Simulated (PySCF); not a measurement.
Level sweep

Compound: pentachloroethane, C₂HCl₅.
Geometry (PBE0-D3(BJ)/def2-SVP, Å), atoms numbered from 1 in this order:
```xyz
8
C2HCl5 angstrom
Cl     1.105   -1.746    0.903
C      0.843   -0.289   -0.056
Cl     1.953    0.993    0.432
C     -0.628    0.182    0.031
Cl    -1.063    0.600    1.687
Cl    -0.826    1.591   -1.029
Cl    -1.668   -1.128   -0.565
H      1.048   -0.532   -1.107
```

PySCF, dipoles from the SCF density, polarisabilities from static response with core orbitals frozen. Isolated species at its PBE0-D3(BJ)/def2-SVP geometry, gas phase.

Q: Compare the levels for these properties.

A: 

```tsv
level	μ (D)	α (Å³)	anisotropy (Å³)
LDA/def2-SVPD	0.850	14.42	2.50
PBE/def2-SVPD	0.836	14.36	2.51
B3LYP/def2-SVPD	0.872	13.89	2.42
PBE0/def2-SVPD	0.888	13.73	2.38
BHandHLYP/def2-SVPD	0.925	13.35	2.32
CAM-B3LYP/def2-SVPD	0.901	13.59	2.31
wB97X-D/def2-SVPD	0.915	13.51	2.31
LC-wPBE/def2-SVPD	0.932	13.21	2.21
HF/def2-SVPD	0.997	12.88	2.26
PBE0/6-31G*	1.059	10.25	2.98
PBE0/def2-SVP	0.978	9.72	2.65
PBE0/6-31+G*	1.006	12.09	2.61
PBE0/aug-cc-pVDZ	0.896	13.68	2.46
PBE0/def2-TZVP	0.910	12.28	2.71
```

The anisotropy is √(½[(α1 − α2)² + (α2 − α3)² + (α3 − α1)²]). The dipole runs from 0.84 D (PBE/def2-SVPD) to 1.06 D (PBE0/6-31G*). No reference polarisability is at hand; against PBE0 in the largest diffuse basis at hand (aug-cc-pVDZ) the other PBE0 rows deviate by 6-31G* -25%, def2-SVP -29%, 6-31+G* -12%, def2-SVPD 0%, def2-TZVP -10%. In one basis (def2-SVPD) the functionals order the polarisability from HF (lowest) to LDA (highest), a spread of 12%. With PBE0 the polarisability is 10.75 Å³ without diffuse functions (mean of 6-31G*, def2-SVP and def2-TZVP) and 13.17 Å³ with them (mean of 6-31+G*, def2-SVPD and aug-cc-pVDZ).
